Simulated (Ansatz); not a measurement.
PBE exchange is replaced step by step with exact exchange (0 % is PBE, 25 % PBE0; no dispersion term), basis def2-SVP, Ansatz. System: `Cc1cc(-c2sc(C(F)(F)F)cc2C)sc1-c1cc(C)c(C(F)(F)F)s1`. Total charge 0; singlet. Geometry: PBE-D4/def2-SVP.

Geometry of the singlet:

```xyz
38

C     0.6154    0.7033   -3.2378
C     0.0989    0.6009   -1.8320
C    -1.0083    1.3484   -1.3533
C    -1.3367    1.1226   -0.0159
C    -2.4140    1.7132    0.7453
S    -3.5860    2.7017   -0.1066
C    -4.4517    3.0288    1.3598
C    -5.6942    3.8626    1.3537
F    -6.0868    4.1419    2.6177
F    -6.7282    3.2364    0.7360
F    -5.5103    5.0379    0.7026
C    -3.8716    2.4010    2.4452
C    -2.7091    1.6440    2.1177
C    -1.9105    0.8818    3.1357
S    -0.2338   -0.0518    0.6709
C     0.6430   -0.2275   -0.8348
C     1.7572   -1.1464   -0.8735
C     2.2136   -1.9749    0.1569
C     3.3403   -2.7711   -0.1804
C     4.0051   -3.7494    0.7474
C     3.7409   -2.5385   -1.4945
C     4.8932   -3.1690   -2.2063
F     4.8096   -4.5253   -2.2048
F     4.9604   -2.7636   -3.4968
F     6.0831   -2.8619   -1.6216
S     2.7528   -1.3618   -2.2984
H     0.0064    1.4128   -3.8296
H     1.6680    1.0570   -3.2660
H     0.5938   -0.2780   -3.7577
H    -1.5633    2.0571   -1.9849
H    -4.2744    2.4887    3.4632
H    -1.9612   -0.2147    2.9642
H    -2.2905    1.0779    4.1566
H    -0.8362    1.1608    3.1131
H     1.7342   -2.0064    1.1461
H     5.1033   -3.6038    0.7629
H     3.8239   -4.7935    0.4198
H     3.6235   -3.6413    1.7801
```

Single mean-field runs in def2-SVP are fitted with def2-universal-jkfit.

```tsv
exact exchange (%)	HOMO (eV)	LUMO (eV)	gap (eV)
0	-5.04	-2.88	2.16
5	-5.22	-2.78	2.43
10	-5.40	-2.68	2.71
15	-5.58	-2.58	3.00
25	-5.94	-2.38	3.57
35	-6.31	-2.16	4.15
50	-6.87	-1.83	5.04
```
